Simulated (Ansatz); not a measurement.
Born–Oppenheimer molecular dynamics of a periodic cell of 12 atoms, HF (contents 6 HF, density as packed 1.09 g/cm³ with natural masses). It starts from a partly relaxed structure (largest force component 0.21 eV/Å).

Theory: DFT PBE-D3(BJ), scalar-relativistic, plane waves, PAW (Ansatz 0.2.0). Settings: accuracy low, cutoff 420 eV, k mesh 1x1x1, fermi-dirac smearing 0.02 eV, no spin polarisation.

```yaml
ensemble: NVT, Langevin thermostat
time_step: 0.75 fs
steps_asked: 300
set_temperature: 1000 K
friction: 0.02 /fs
seed: 479988
```

Frames 15 fs apart, positions in Å, forces in eV/Å.

Velocities at 22.5 fs (Å/ps):

```
F -2.67 -1.38 -6.59
H 35.04 -8.66 -23.07
F 3.15 -7.29 4.52
H -27.68 -34.69 30.50
F -10.97 -4.92 -7.84
H -14.09 -32.96 38.41
F 6.65 1.18 4.42
H -22.91 17.38 11.84
F 2.32 3.44 -4.11
H 14.49 -2.95 2.04
F -3.31 7.60 2.25
H 10.95 33.11 -27.79
```

```xyz
12
Lattice="5.6836 0.0000 0.0000 0.0000 5.6836 0.0000 0.0000 0.0000 5.6836" Properties=species:S:1:pos:R:3:forces:R:3 time_fs=22.5 energy_less_start_eV=0.729 T=686
F 1.924 0.932 3.723 0.24 -0.13 -0.03
H 1.436 1.720 3.824 -0.22 0.19 0.09
F -0.138 3.132 3.671 0.27 0.19 -1.48
H 0.089 3.083 2.703 -0.38 -0.20 1.01
F 2.616 4.042 1.819 -0.21 0.06 0.75
H 3.108 3.924 1.043 0.21 -0.08 -0.67
F 5.369 0.794 5.572 -0.84 -1.43 -1.18
H 4.591 0.246 5.469 0.07 -0.30 -0.12
F 0.383 2.366 1.183 1.86 4.06 2.45
H -0.019 1.601 0.918 -1.23 -2.24 -0.80
F 3.782 4.521 5.099 0.41 -0.08 -0.86
H 4.225 4.168 4.303 -0.17 -0.03 0.84
12
Lattice="5.6836 0.0000 0.0000 0.0000 5.6836 0.0000 0.0000 0.0000 5.6836" Properties=species:S:1:pos:R:3:forces:R:3 time_fs=37.5 energy_less_start_eV=0.789 T=678
F 1.942 0.853 3.537 0.07 0.12 0.05
H 1.529 1.685 3.668 -0.03 0.03 0.01
F -0.095 3.097 3.664 -0.22 0.33 1.19
H -0.067 2.755 2.792 0.16 -0.02 -1.37
F 2.430 3.944 1.706 1.30 -0.57 -0.98
H 2.957 3.553 0.990 -1.01 0.90 1.17
F 5.375 0.761 5.518 1.35 0.36 -0.11
H 4.499 0.467 5.475 -1.25 -0.87 -0.09
F 0.440 2.514 1.262 -0.64 -1.75 -0.15
H 0.187 1.615 0.852 0.26 1.80 0.49
F 3.764 4.624 5.101 -1.47 0.79 1.43
H 4.304 4.242 4.479 1.47 -1.14 -1.64
12
Lattice="5.6836 0.0000 0.0000 0.0000 5.6836 0.0000 0.0000 0.0000 5.6836" Properties=species:S:1:pos:R:3:forces:R:3 time_fs=52.5 energy_less_start_eV=0.991 T=593
F 2.006 0.830 3.403 -0.20 0.42 0.02
H 1.371 1.529 3.429 0.20 -0.40 0.09
F -0.147 3.142 3.640 -0.10 0.33 0.23
H 0.072 3.125 2.669 -0.69 0.05 1.14
F 2.267 3.889 1.591 1.04 0.20 -0.60
H 2.480 3.576 0.718 -0.19 0.50 0.83
F 5.393 0.705 5.403 -1.31 -0.93 0.15
H 4.674 -0.027 5.328 1.49 1.52 0.08
F 0.406 2.631 1.487 0.69 0.29 -0.16
H -0.005 2.147 0.828 -1.12 -1.67 -1.34
F 3.781 4.549 5.059 -0.51 -0.06 0.35
H 4.221 3.867 4.573 0.71 -0.26 -0.79
12
Lattice="5.6836 0.0000 0.0000 0.0000 5.6836 0.0000 0.0000 0.0000 5.6836" Properties=species:S:1:pos:R:3:forces:R:3 time_fs=67.5 energy_less_start_eV=0.901 T=754
F 2.148 0.844 3.416 0.91 -0.35 -0.01
H 1.293 1.176 3.413 -0.84 0.40 0.17
F -0.228 3.218 3.789 -0.23 -0.03 1.58
H -0.114 3.324 2.878 0.45 -0.20 -1.79
F 2.209 3.921 1.561 0.86 0.75 1.51
H 2.260 3.965 0.652 0.27 0.11 -1.41
F 5.372 0.677 5.313 0.67 0.83 0.24
H 4.867 -0.106 5.182 -0.72 -0.60 0.13
F 0.438 2.659 1.549 -1.30 -1.69 -0.61
H 0.023 1.843 1.248 0.20 0.66 -0.13
F 3.838 4.350 5.064 -0.65 0.64 0.52
H 4.260 3.878 4.351 0.38 -0.51 -0.20
12
Lattice="5.6836 0.0000 0.0000 0.0000 5.6836 0.0000 0.0000 0.0000 5.6836" Properties=species:S:1:pos:R:3:forces:R:3 time_fs=82.5 energy_less_start_eV=1.369 T=819
F 2.307 0.738 3.419 1.36 -0.42 -0.45
H 1.510 1.095 3.670 -1.35 0.40 0.67
F -0.261 3.310 3.894 2.91 -1.72 -2.14
H 0.159 2.934 3.078 -0.88 0.76 0.35
F 2.195 4.034 1.622 1.15 0.69 -1.03
H 2.700 4.266 0.833 -0.62 -0.49 0.90
F 5.400 0.558 5.192 -1.38 -0.30 0.23
H 4.538 0.062 5.143 1.69 0.29 -0.19
F 0.271 2.659 1.464 -0.72 -2.62 0.26
H 0.080 1.697 1.324 0.31 1.94 -0.24
F 3.873 4.236 4.929 -2.83 2.02 2.44
H 4.249 3.676 4.277 0.35 -0.56 -0.80
12
Lattice="5.6836 0.0000 0.0000 0.0000 5.6836 0.0000 0.0000 0.0000 5.6836" Properties=species:S:1:pos:R:3:forces:R:3 time_fs=97.5 energy_less_start_eV=0.681 T=1241
F 2.375 0.617 3.464 0.19 0.27 -0.01
H 1.514 0.630 3.820 -0.23 -0.11 0.17
F -0.035 3.205 3.957 -0.44 -0.57 -1.83
H -0.246 2.877 3.052 0.78 0.36 1.03
F 2.232 4.209 1.650 0.40 -0.09 -0.06
H 3.053 4.094 1.206 -0.36 0.05 -0.09
F 5.346 0.454 5.039 0.45 0.58 0.04
H 4.612 -0.131 4.872 -0.34 -0.14 0.25
F 0.064 2.610 1.313 0.03 1.09 1.29
H -0.079 1.954 0.696 -0.33 -1.44 -1.14
F 3.711 4.234 4.916 -1.39 1.10 0.98
H 4.354 3.812 4.391 1.23 -1.11 -0.62
12
Lattice="5.6836 0.0000 0.0000 0.0000 5.6836 0.0000 0.0000 0.0000 5.6836" Properties=species:S:1:pos:R:3:forces:R:3 time_fs=112.5 energy_less_start_eV=1.079 T=1150
F 2.396 0.523 3.514 -0.43 0.04 0.82
H 1.754 0.242 4.159 0.43 0.17 -0.68
F 0.123 3.026 3.889 1.01 1.14 2.41
H -0.261 2.670 3.162 -0.94 -1.02 -2.31
F 2.362 4.297 1.653 0.00 -0.20 0.02
H 2.948 3.958 1.001 -0.16 0.19 -0.13
F 5.330 0.389 4.969 2.47 1.10 0.66
H 4.485 0.156 4.742 -2.28 -0.88 -0.61
F -0.246 2.469 1.143 0.01 -0.48 -1.37
H -0.065 1.990 0.318 -0.21 0.17 1.26
F 3.623 4.207 4.982 2.44 -2.04 0.68
H 4.468 3.625 5.107 -2.33 1.80 -0.75
12
Lattice="5.6836 0.0000 0.0000 0.0000 5.6836 0.0000 0.0000 0.0000 5.6836" Properties=species:S:1:pos:R:3:forces:R:3 time_fs=127.5 energy_less_start_eV=1.141 T=872
F 2.395 0.463 3.547 0.37 0.56 0.18
H 1.867 -0.241 3.845 -0.17 -0.39 -0.08
F 0.303 2.894 3.850 0.11 0.25 0.13
H 0.047 2.174 3.313 0.08 0.12 -0.20
F 2.460 4.368 1.647 -0.40 -0.36 -0.54
H 2.469 4.014 0.759 0.26 0.32 0.79
F 5.357 0.374 4.871 -1.52 -0.02 -0.52
H 4.424 0.369 4.556 1.40 -0.09 0.55
F -0.473 2.332 1.032 1.27 -2.00 -0.75
H -0.008 1.549 0.608 -1.43 2.03 0.74
F 3.593 4.099 5.126 -3.44 0.39 -1.71
H 4.407 3.989 5.449 3.47 -0.80 1.40
12
Lattice="5.6836 0.0000 0.0000 0.0000 5.6836 0.0000 0.0000 0.0000 5.6836" Properties=species:S:1:pos:R:3:forces:R:3 time_fs=142.5 energy_less_start_eV=0.767 T=930
F 2.352 0.441 3.509 0.00 -0.49 0.04
H 2.229 -0.383 3.010 0.15 1.02 0.37
F 0.477 2.880 3.820 -0.05 -1.13 -0.80
H 0.444 2.045 3.334 0.24 1.31 0.82
F 2.433 4.486 1.744 -0.13 -0.30 0.63
H 2.330 4.289 0.840 0.27 -0.20 -0.87
F 5.330 0.349 4.830 -1.24 0.29 -0.06
H 4.414 0.417 4.530 0.77 -0.38 0.09
F -0.592 2.269 0.956 0.00 -0.34 0.25
H -0.610 1.403 0.549 0.26 0.50 -0.25
F 3.614 3.976 5.252 1.50 -0.29 0.77
H 4.455 3.740 5.727 -1.77 -0.01 -0.98
12
Lattice="5.6836 0.0000 0.0000 0.0000 5.6836 0.0000 0.0000 0.0000 5.6836" Properties=species:S:1:pos:R:3:forces:R:3 time_fs=157.5 energy_less_start_eV=0.666 T=1137
F 2.368 0.363 3.434 -0.19 1.50 1.66
H 2.679 0.177 2.577 -0.06 -0.61 -0.58
F 0.689 2.858 3.797 0.09 -1.26 -0.53
H 0.867 2.011 3.365 -0.03 1.12 0.70
F 2.367 4.537 1.789 -0.95 -0.11 0.60
H 2.945 4.347 1.104 0.95 -0.53 -1.78
F 5.188 0.440 4.828 0.40 0.23 -0.26
H 4.581 -0.267 4.684 -0.32 -0.27 0.21
F -0.714 2.308 0.834 0.40 -0.60 -0.95
H -0.464 1.805 0.027 -0.11 -0.19 0.97
F 3.683 3.938 5.373 -0.97 1.43 -0.77
H 4.174 3.195 5.682 0.79 -0.72 0.71
12
Lattice="5.6836 0.0000 0.0000 0.0000 5.6836 0.0000 0.0000 0.0000 5.6836" Properties=species:S:1:pos:R:3:forces:R:3 time_fs=172.5 energy_less_start_eV=1.222 T=1126
F 2.386 0.303 3.497 -0.69 0.85 -0.14
H 2.069 -0.056 2.652 0.82 -0.11 0.85
F 0.802 2.871 3.713 -0.70 0.70 0.20
H 1.456 2.233 3.592 0.76 -0.93 -0.09
F 2.347 4.543 1.670 -0.04 -1.00 -0.67
H 3.025 4.177 1.023 -0.96 1.20 0.32
F 5.050 0.542 4.894 1.21 -2.94 1.16
H 5.211 -0.383 5.287 -0.82 2.53 -1.47
F -0.876 2.307 0.706 0.79 -0.40 1.52
H -0.212 1.647 0.485 -0.77 0.15 -0.78
F 3.720 4.098 5.523 0.25 -0.70 -0.25
H 4.112 3.193 5.729 0.15 0.66 -0.64
12
Lattice="5.6836 0.0000 0.0000 0.0000 5.6836 0.0000 0.0000 0.0000 5.6836" Properties=species:S:1:pos:R:3:forces:R:3 time_fs=187.5 energy_less_start_eV=0.982 T=1017
F 2.384 0.237 3.594 -0.04 0.63 0.74
H 2.371 -0.527 3.051 -0.06 -0.12 -0.65
F 0.893 2.818 3.612 1.54 -1.10 -0.05
H 1.627 2.171 3.549 -1.56 0.98 0.06
F 2.262 4.598 1.440 -1.95 -0.23 2.30
H 2.605 4.804 0.615 1.04 -0.01 -1.34
F 5.030 0.512 4.897 0.45 0.15 -0.66
H 5.331 -0.345 5.154 -0.49 -0.04 0.06
F -0.998 2.258 0.724 -0.66 -1.21 -0.40
H -1.258 1.491 0.108 1.19 0.90 0.96
F 3.816 4.229 5.559 0.62 0.40 -1.48
H 4.221 3.385 5.849 -0.09 -0.36 0.46
```

Of the whole run (225 fs, mean temperature of the second half 1006 K): A run of 0.23 ps of so small a system gives no equilibrium averages. Limits of this set-up: coarse k mesh, low accuracy level.

Time of the run: 3.8 min on 1 CPU thread of a shared host.
